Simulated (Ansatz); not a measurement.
Name a neutral molecule of C, Ge, O and H with HOMO–LUMO gap (PBE/def2-TZVPP) between 5.95 and 6.25 eV and HOMO energy (PBE/def2-TZVPP) between -7.15 and -6.85 eV (Ansatz, PBE0-D4/def2-TZVP geometry).

`[CH3][Ge]([OH])([OH])[OH]` (6.23 eV, -6.89 eV). Other molecules can fit too; these were computed, each in one conformer that needn't be the lowest.
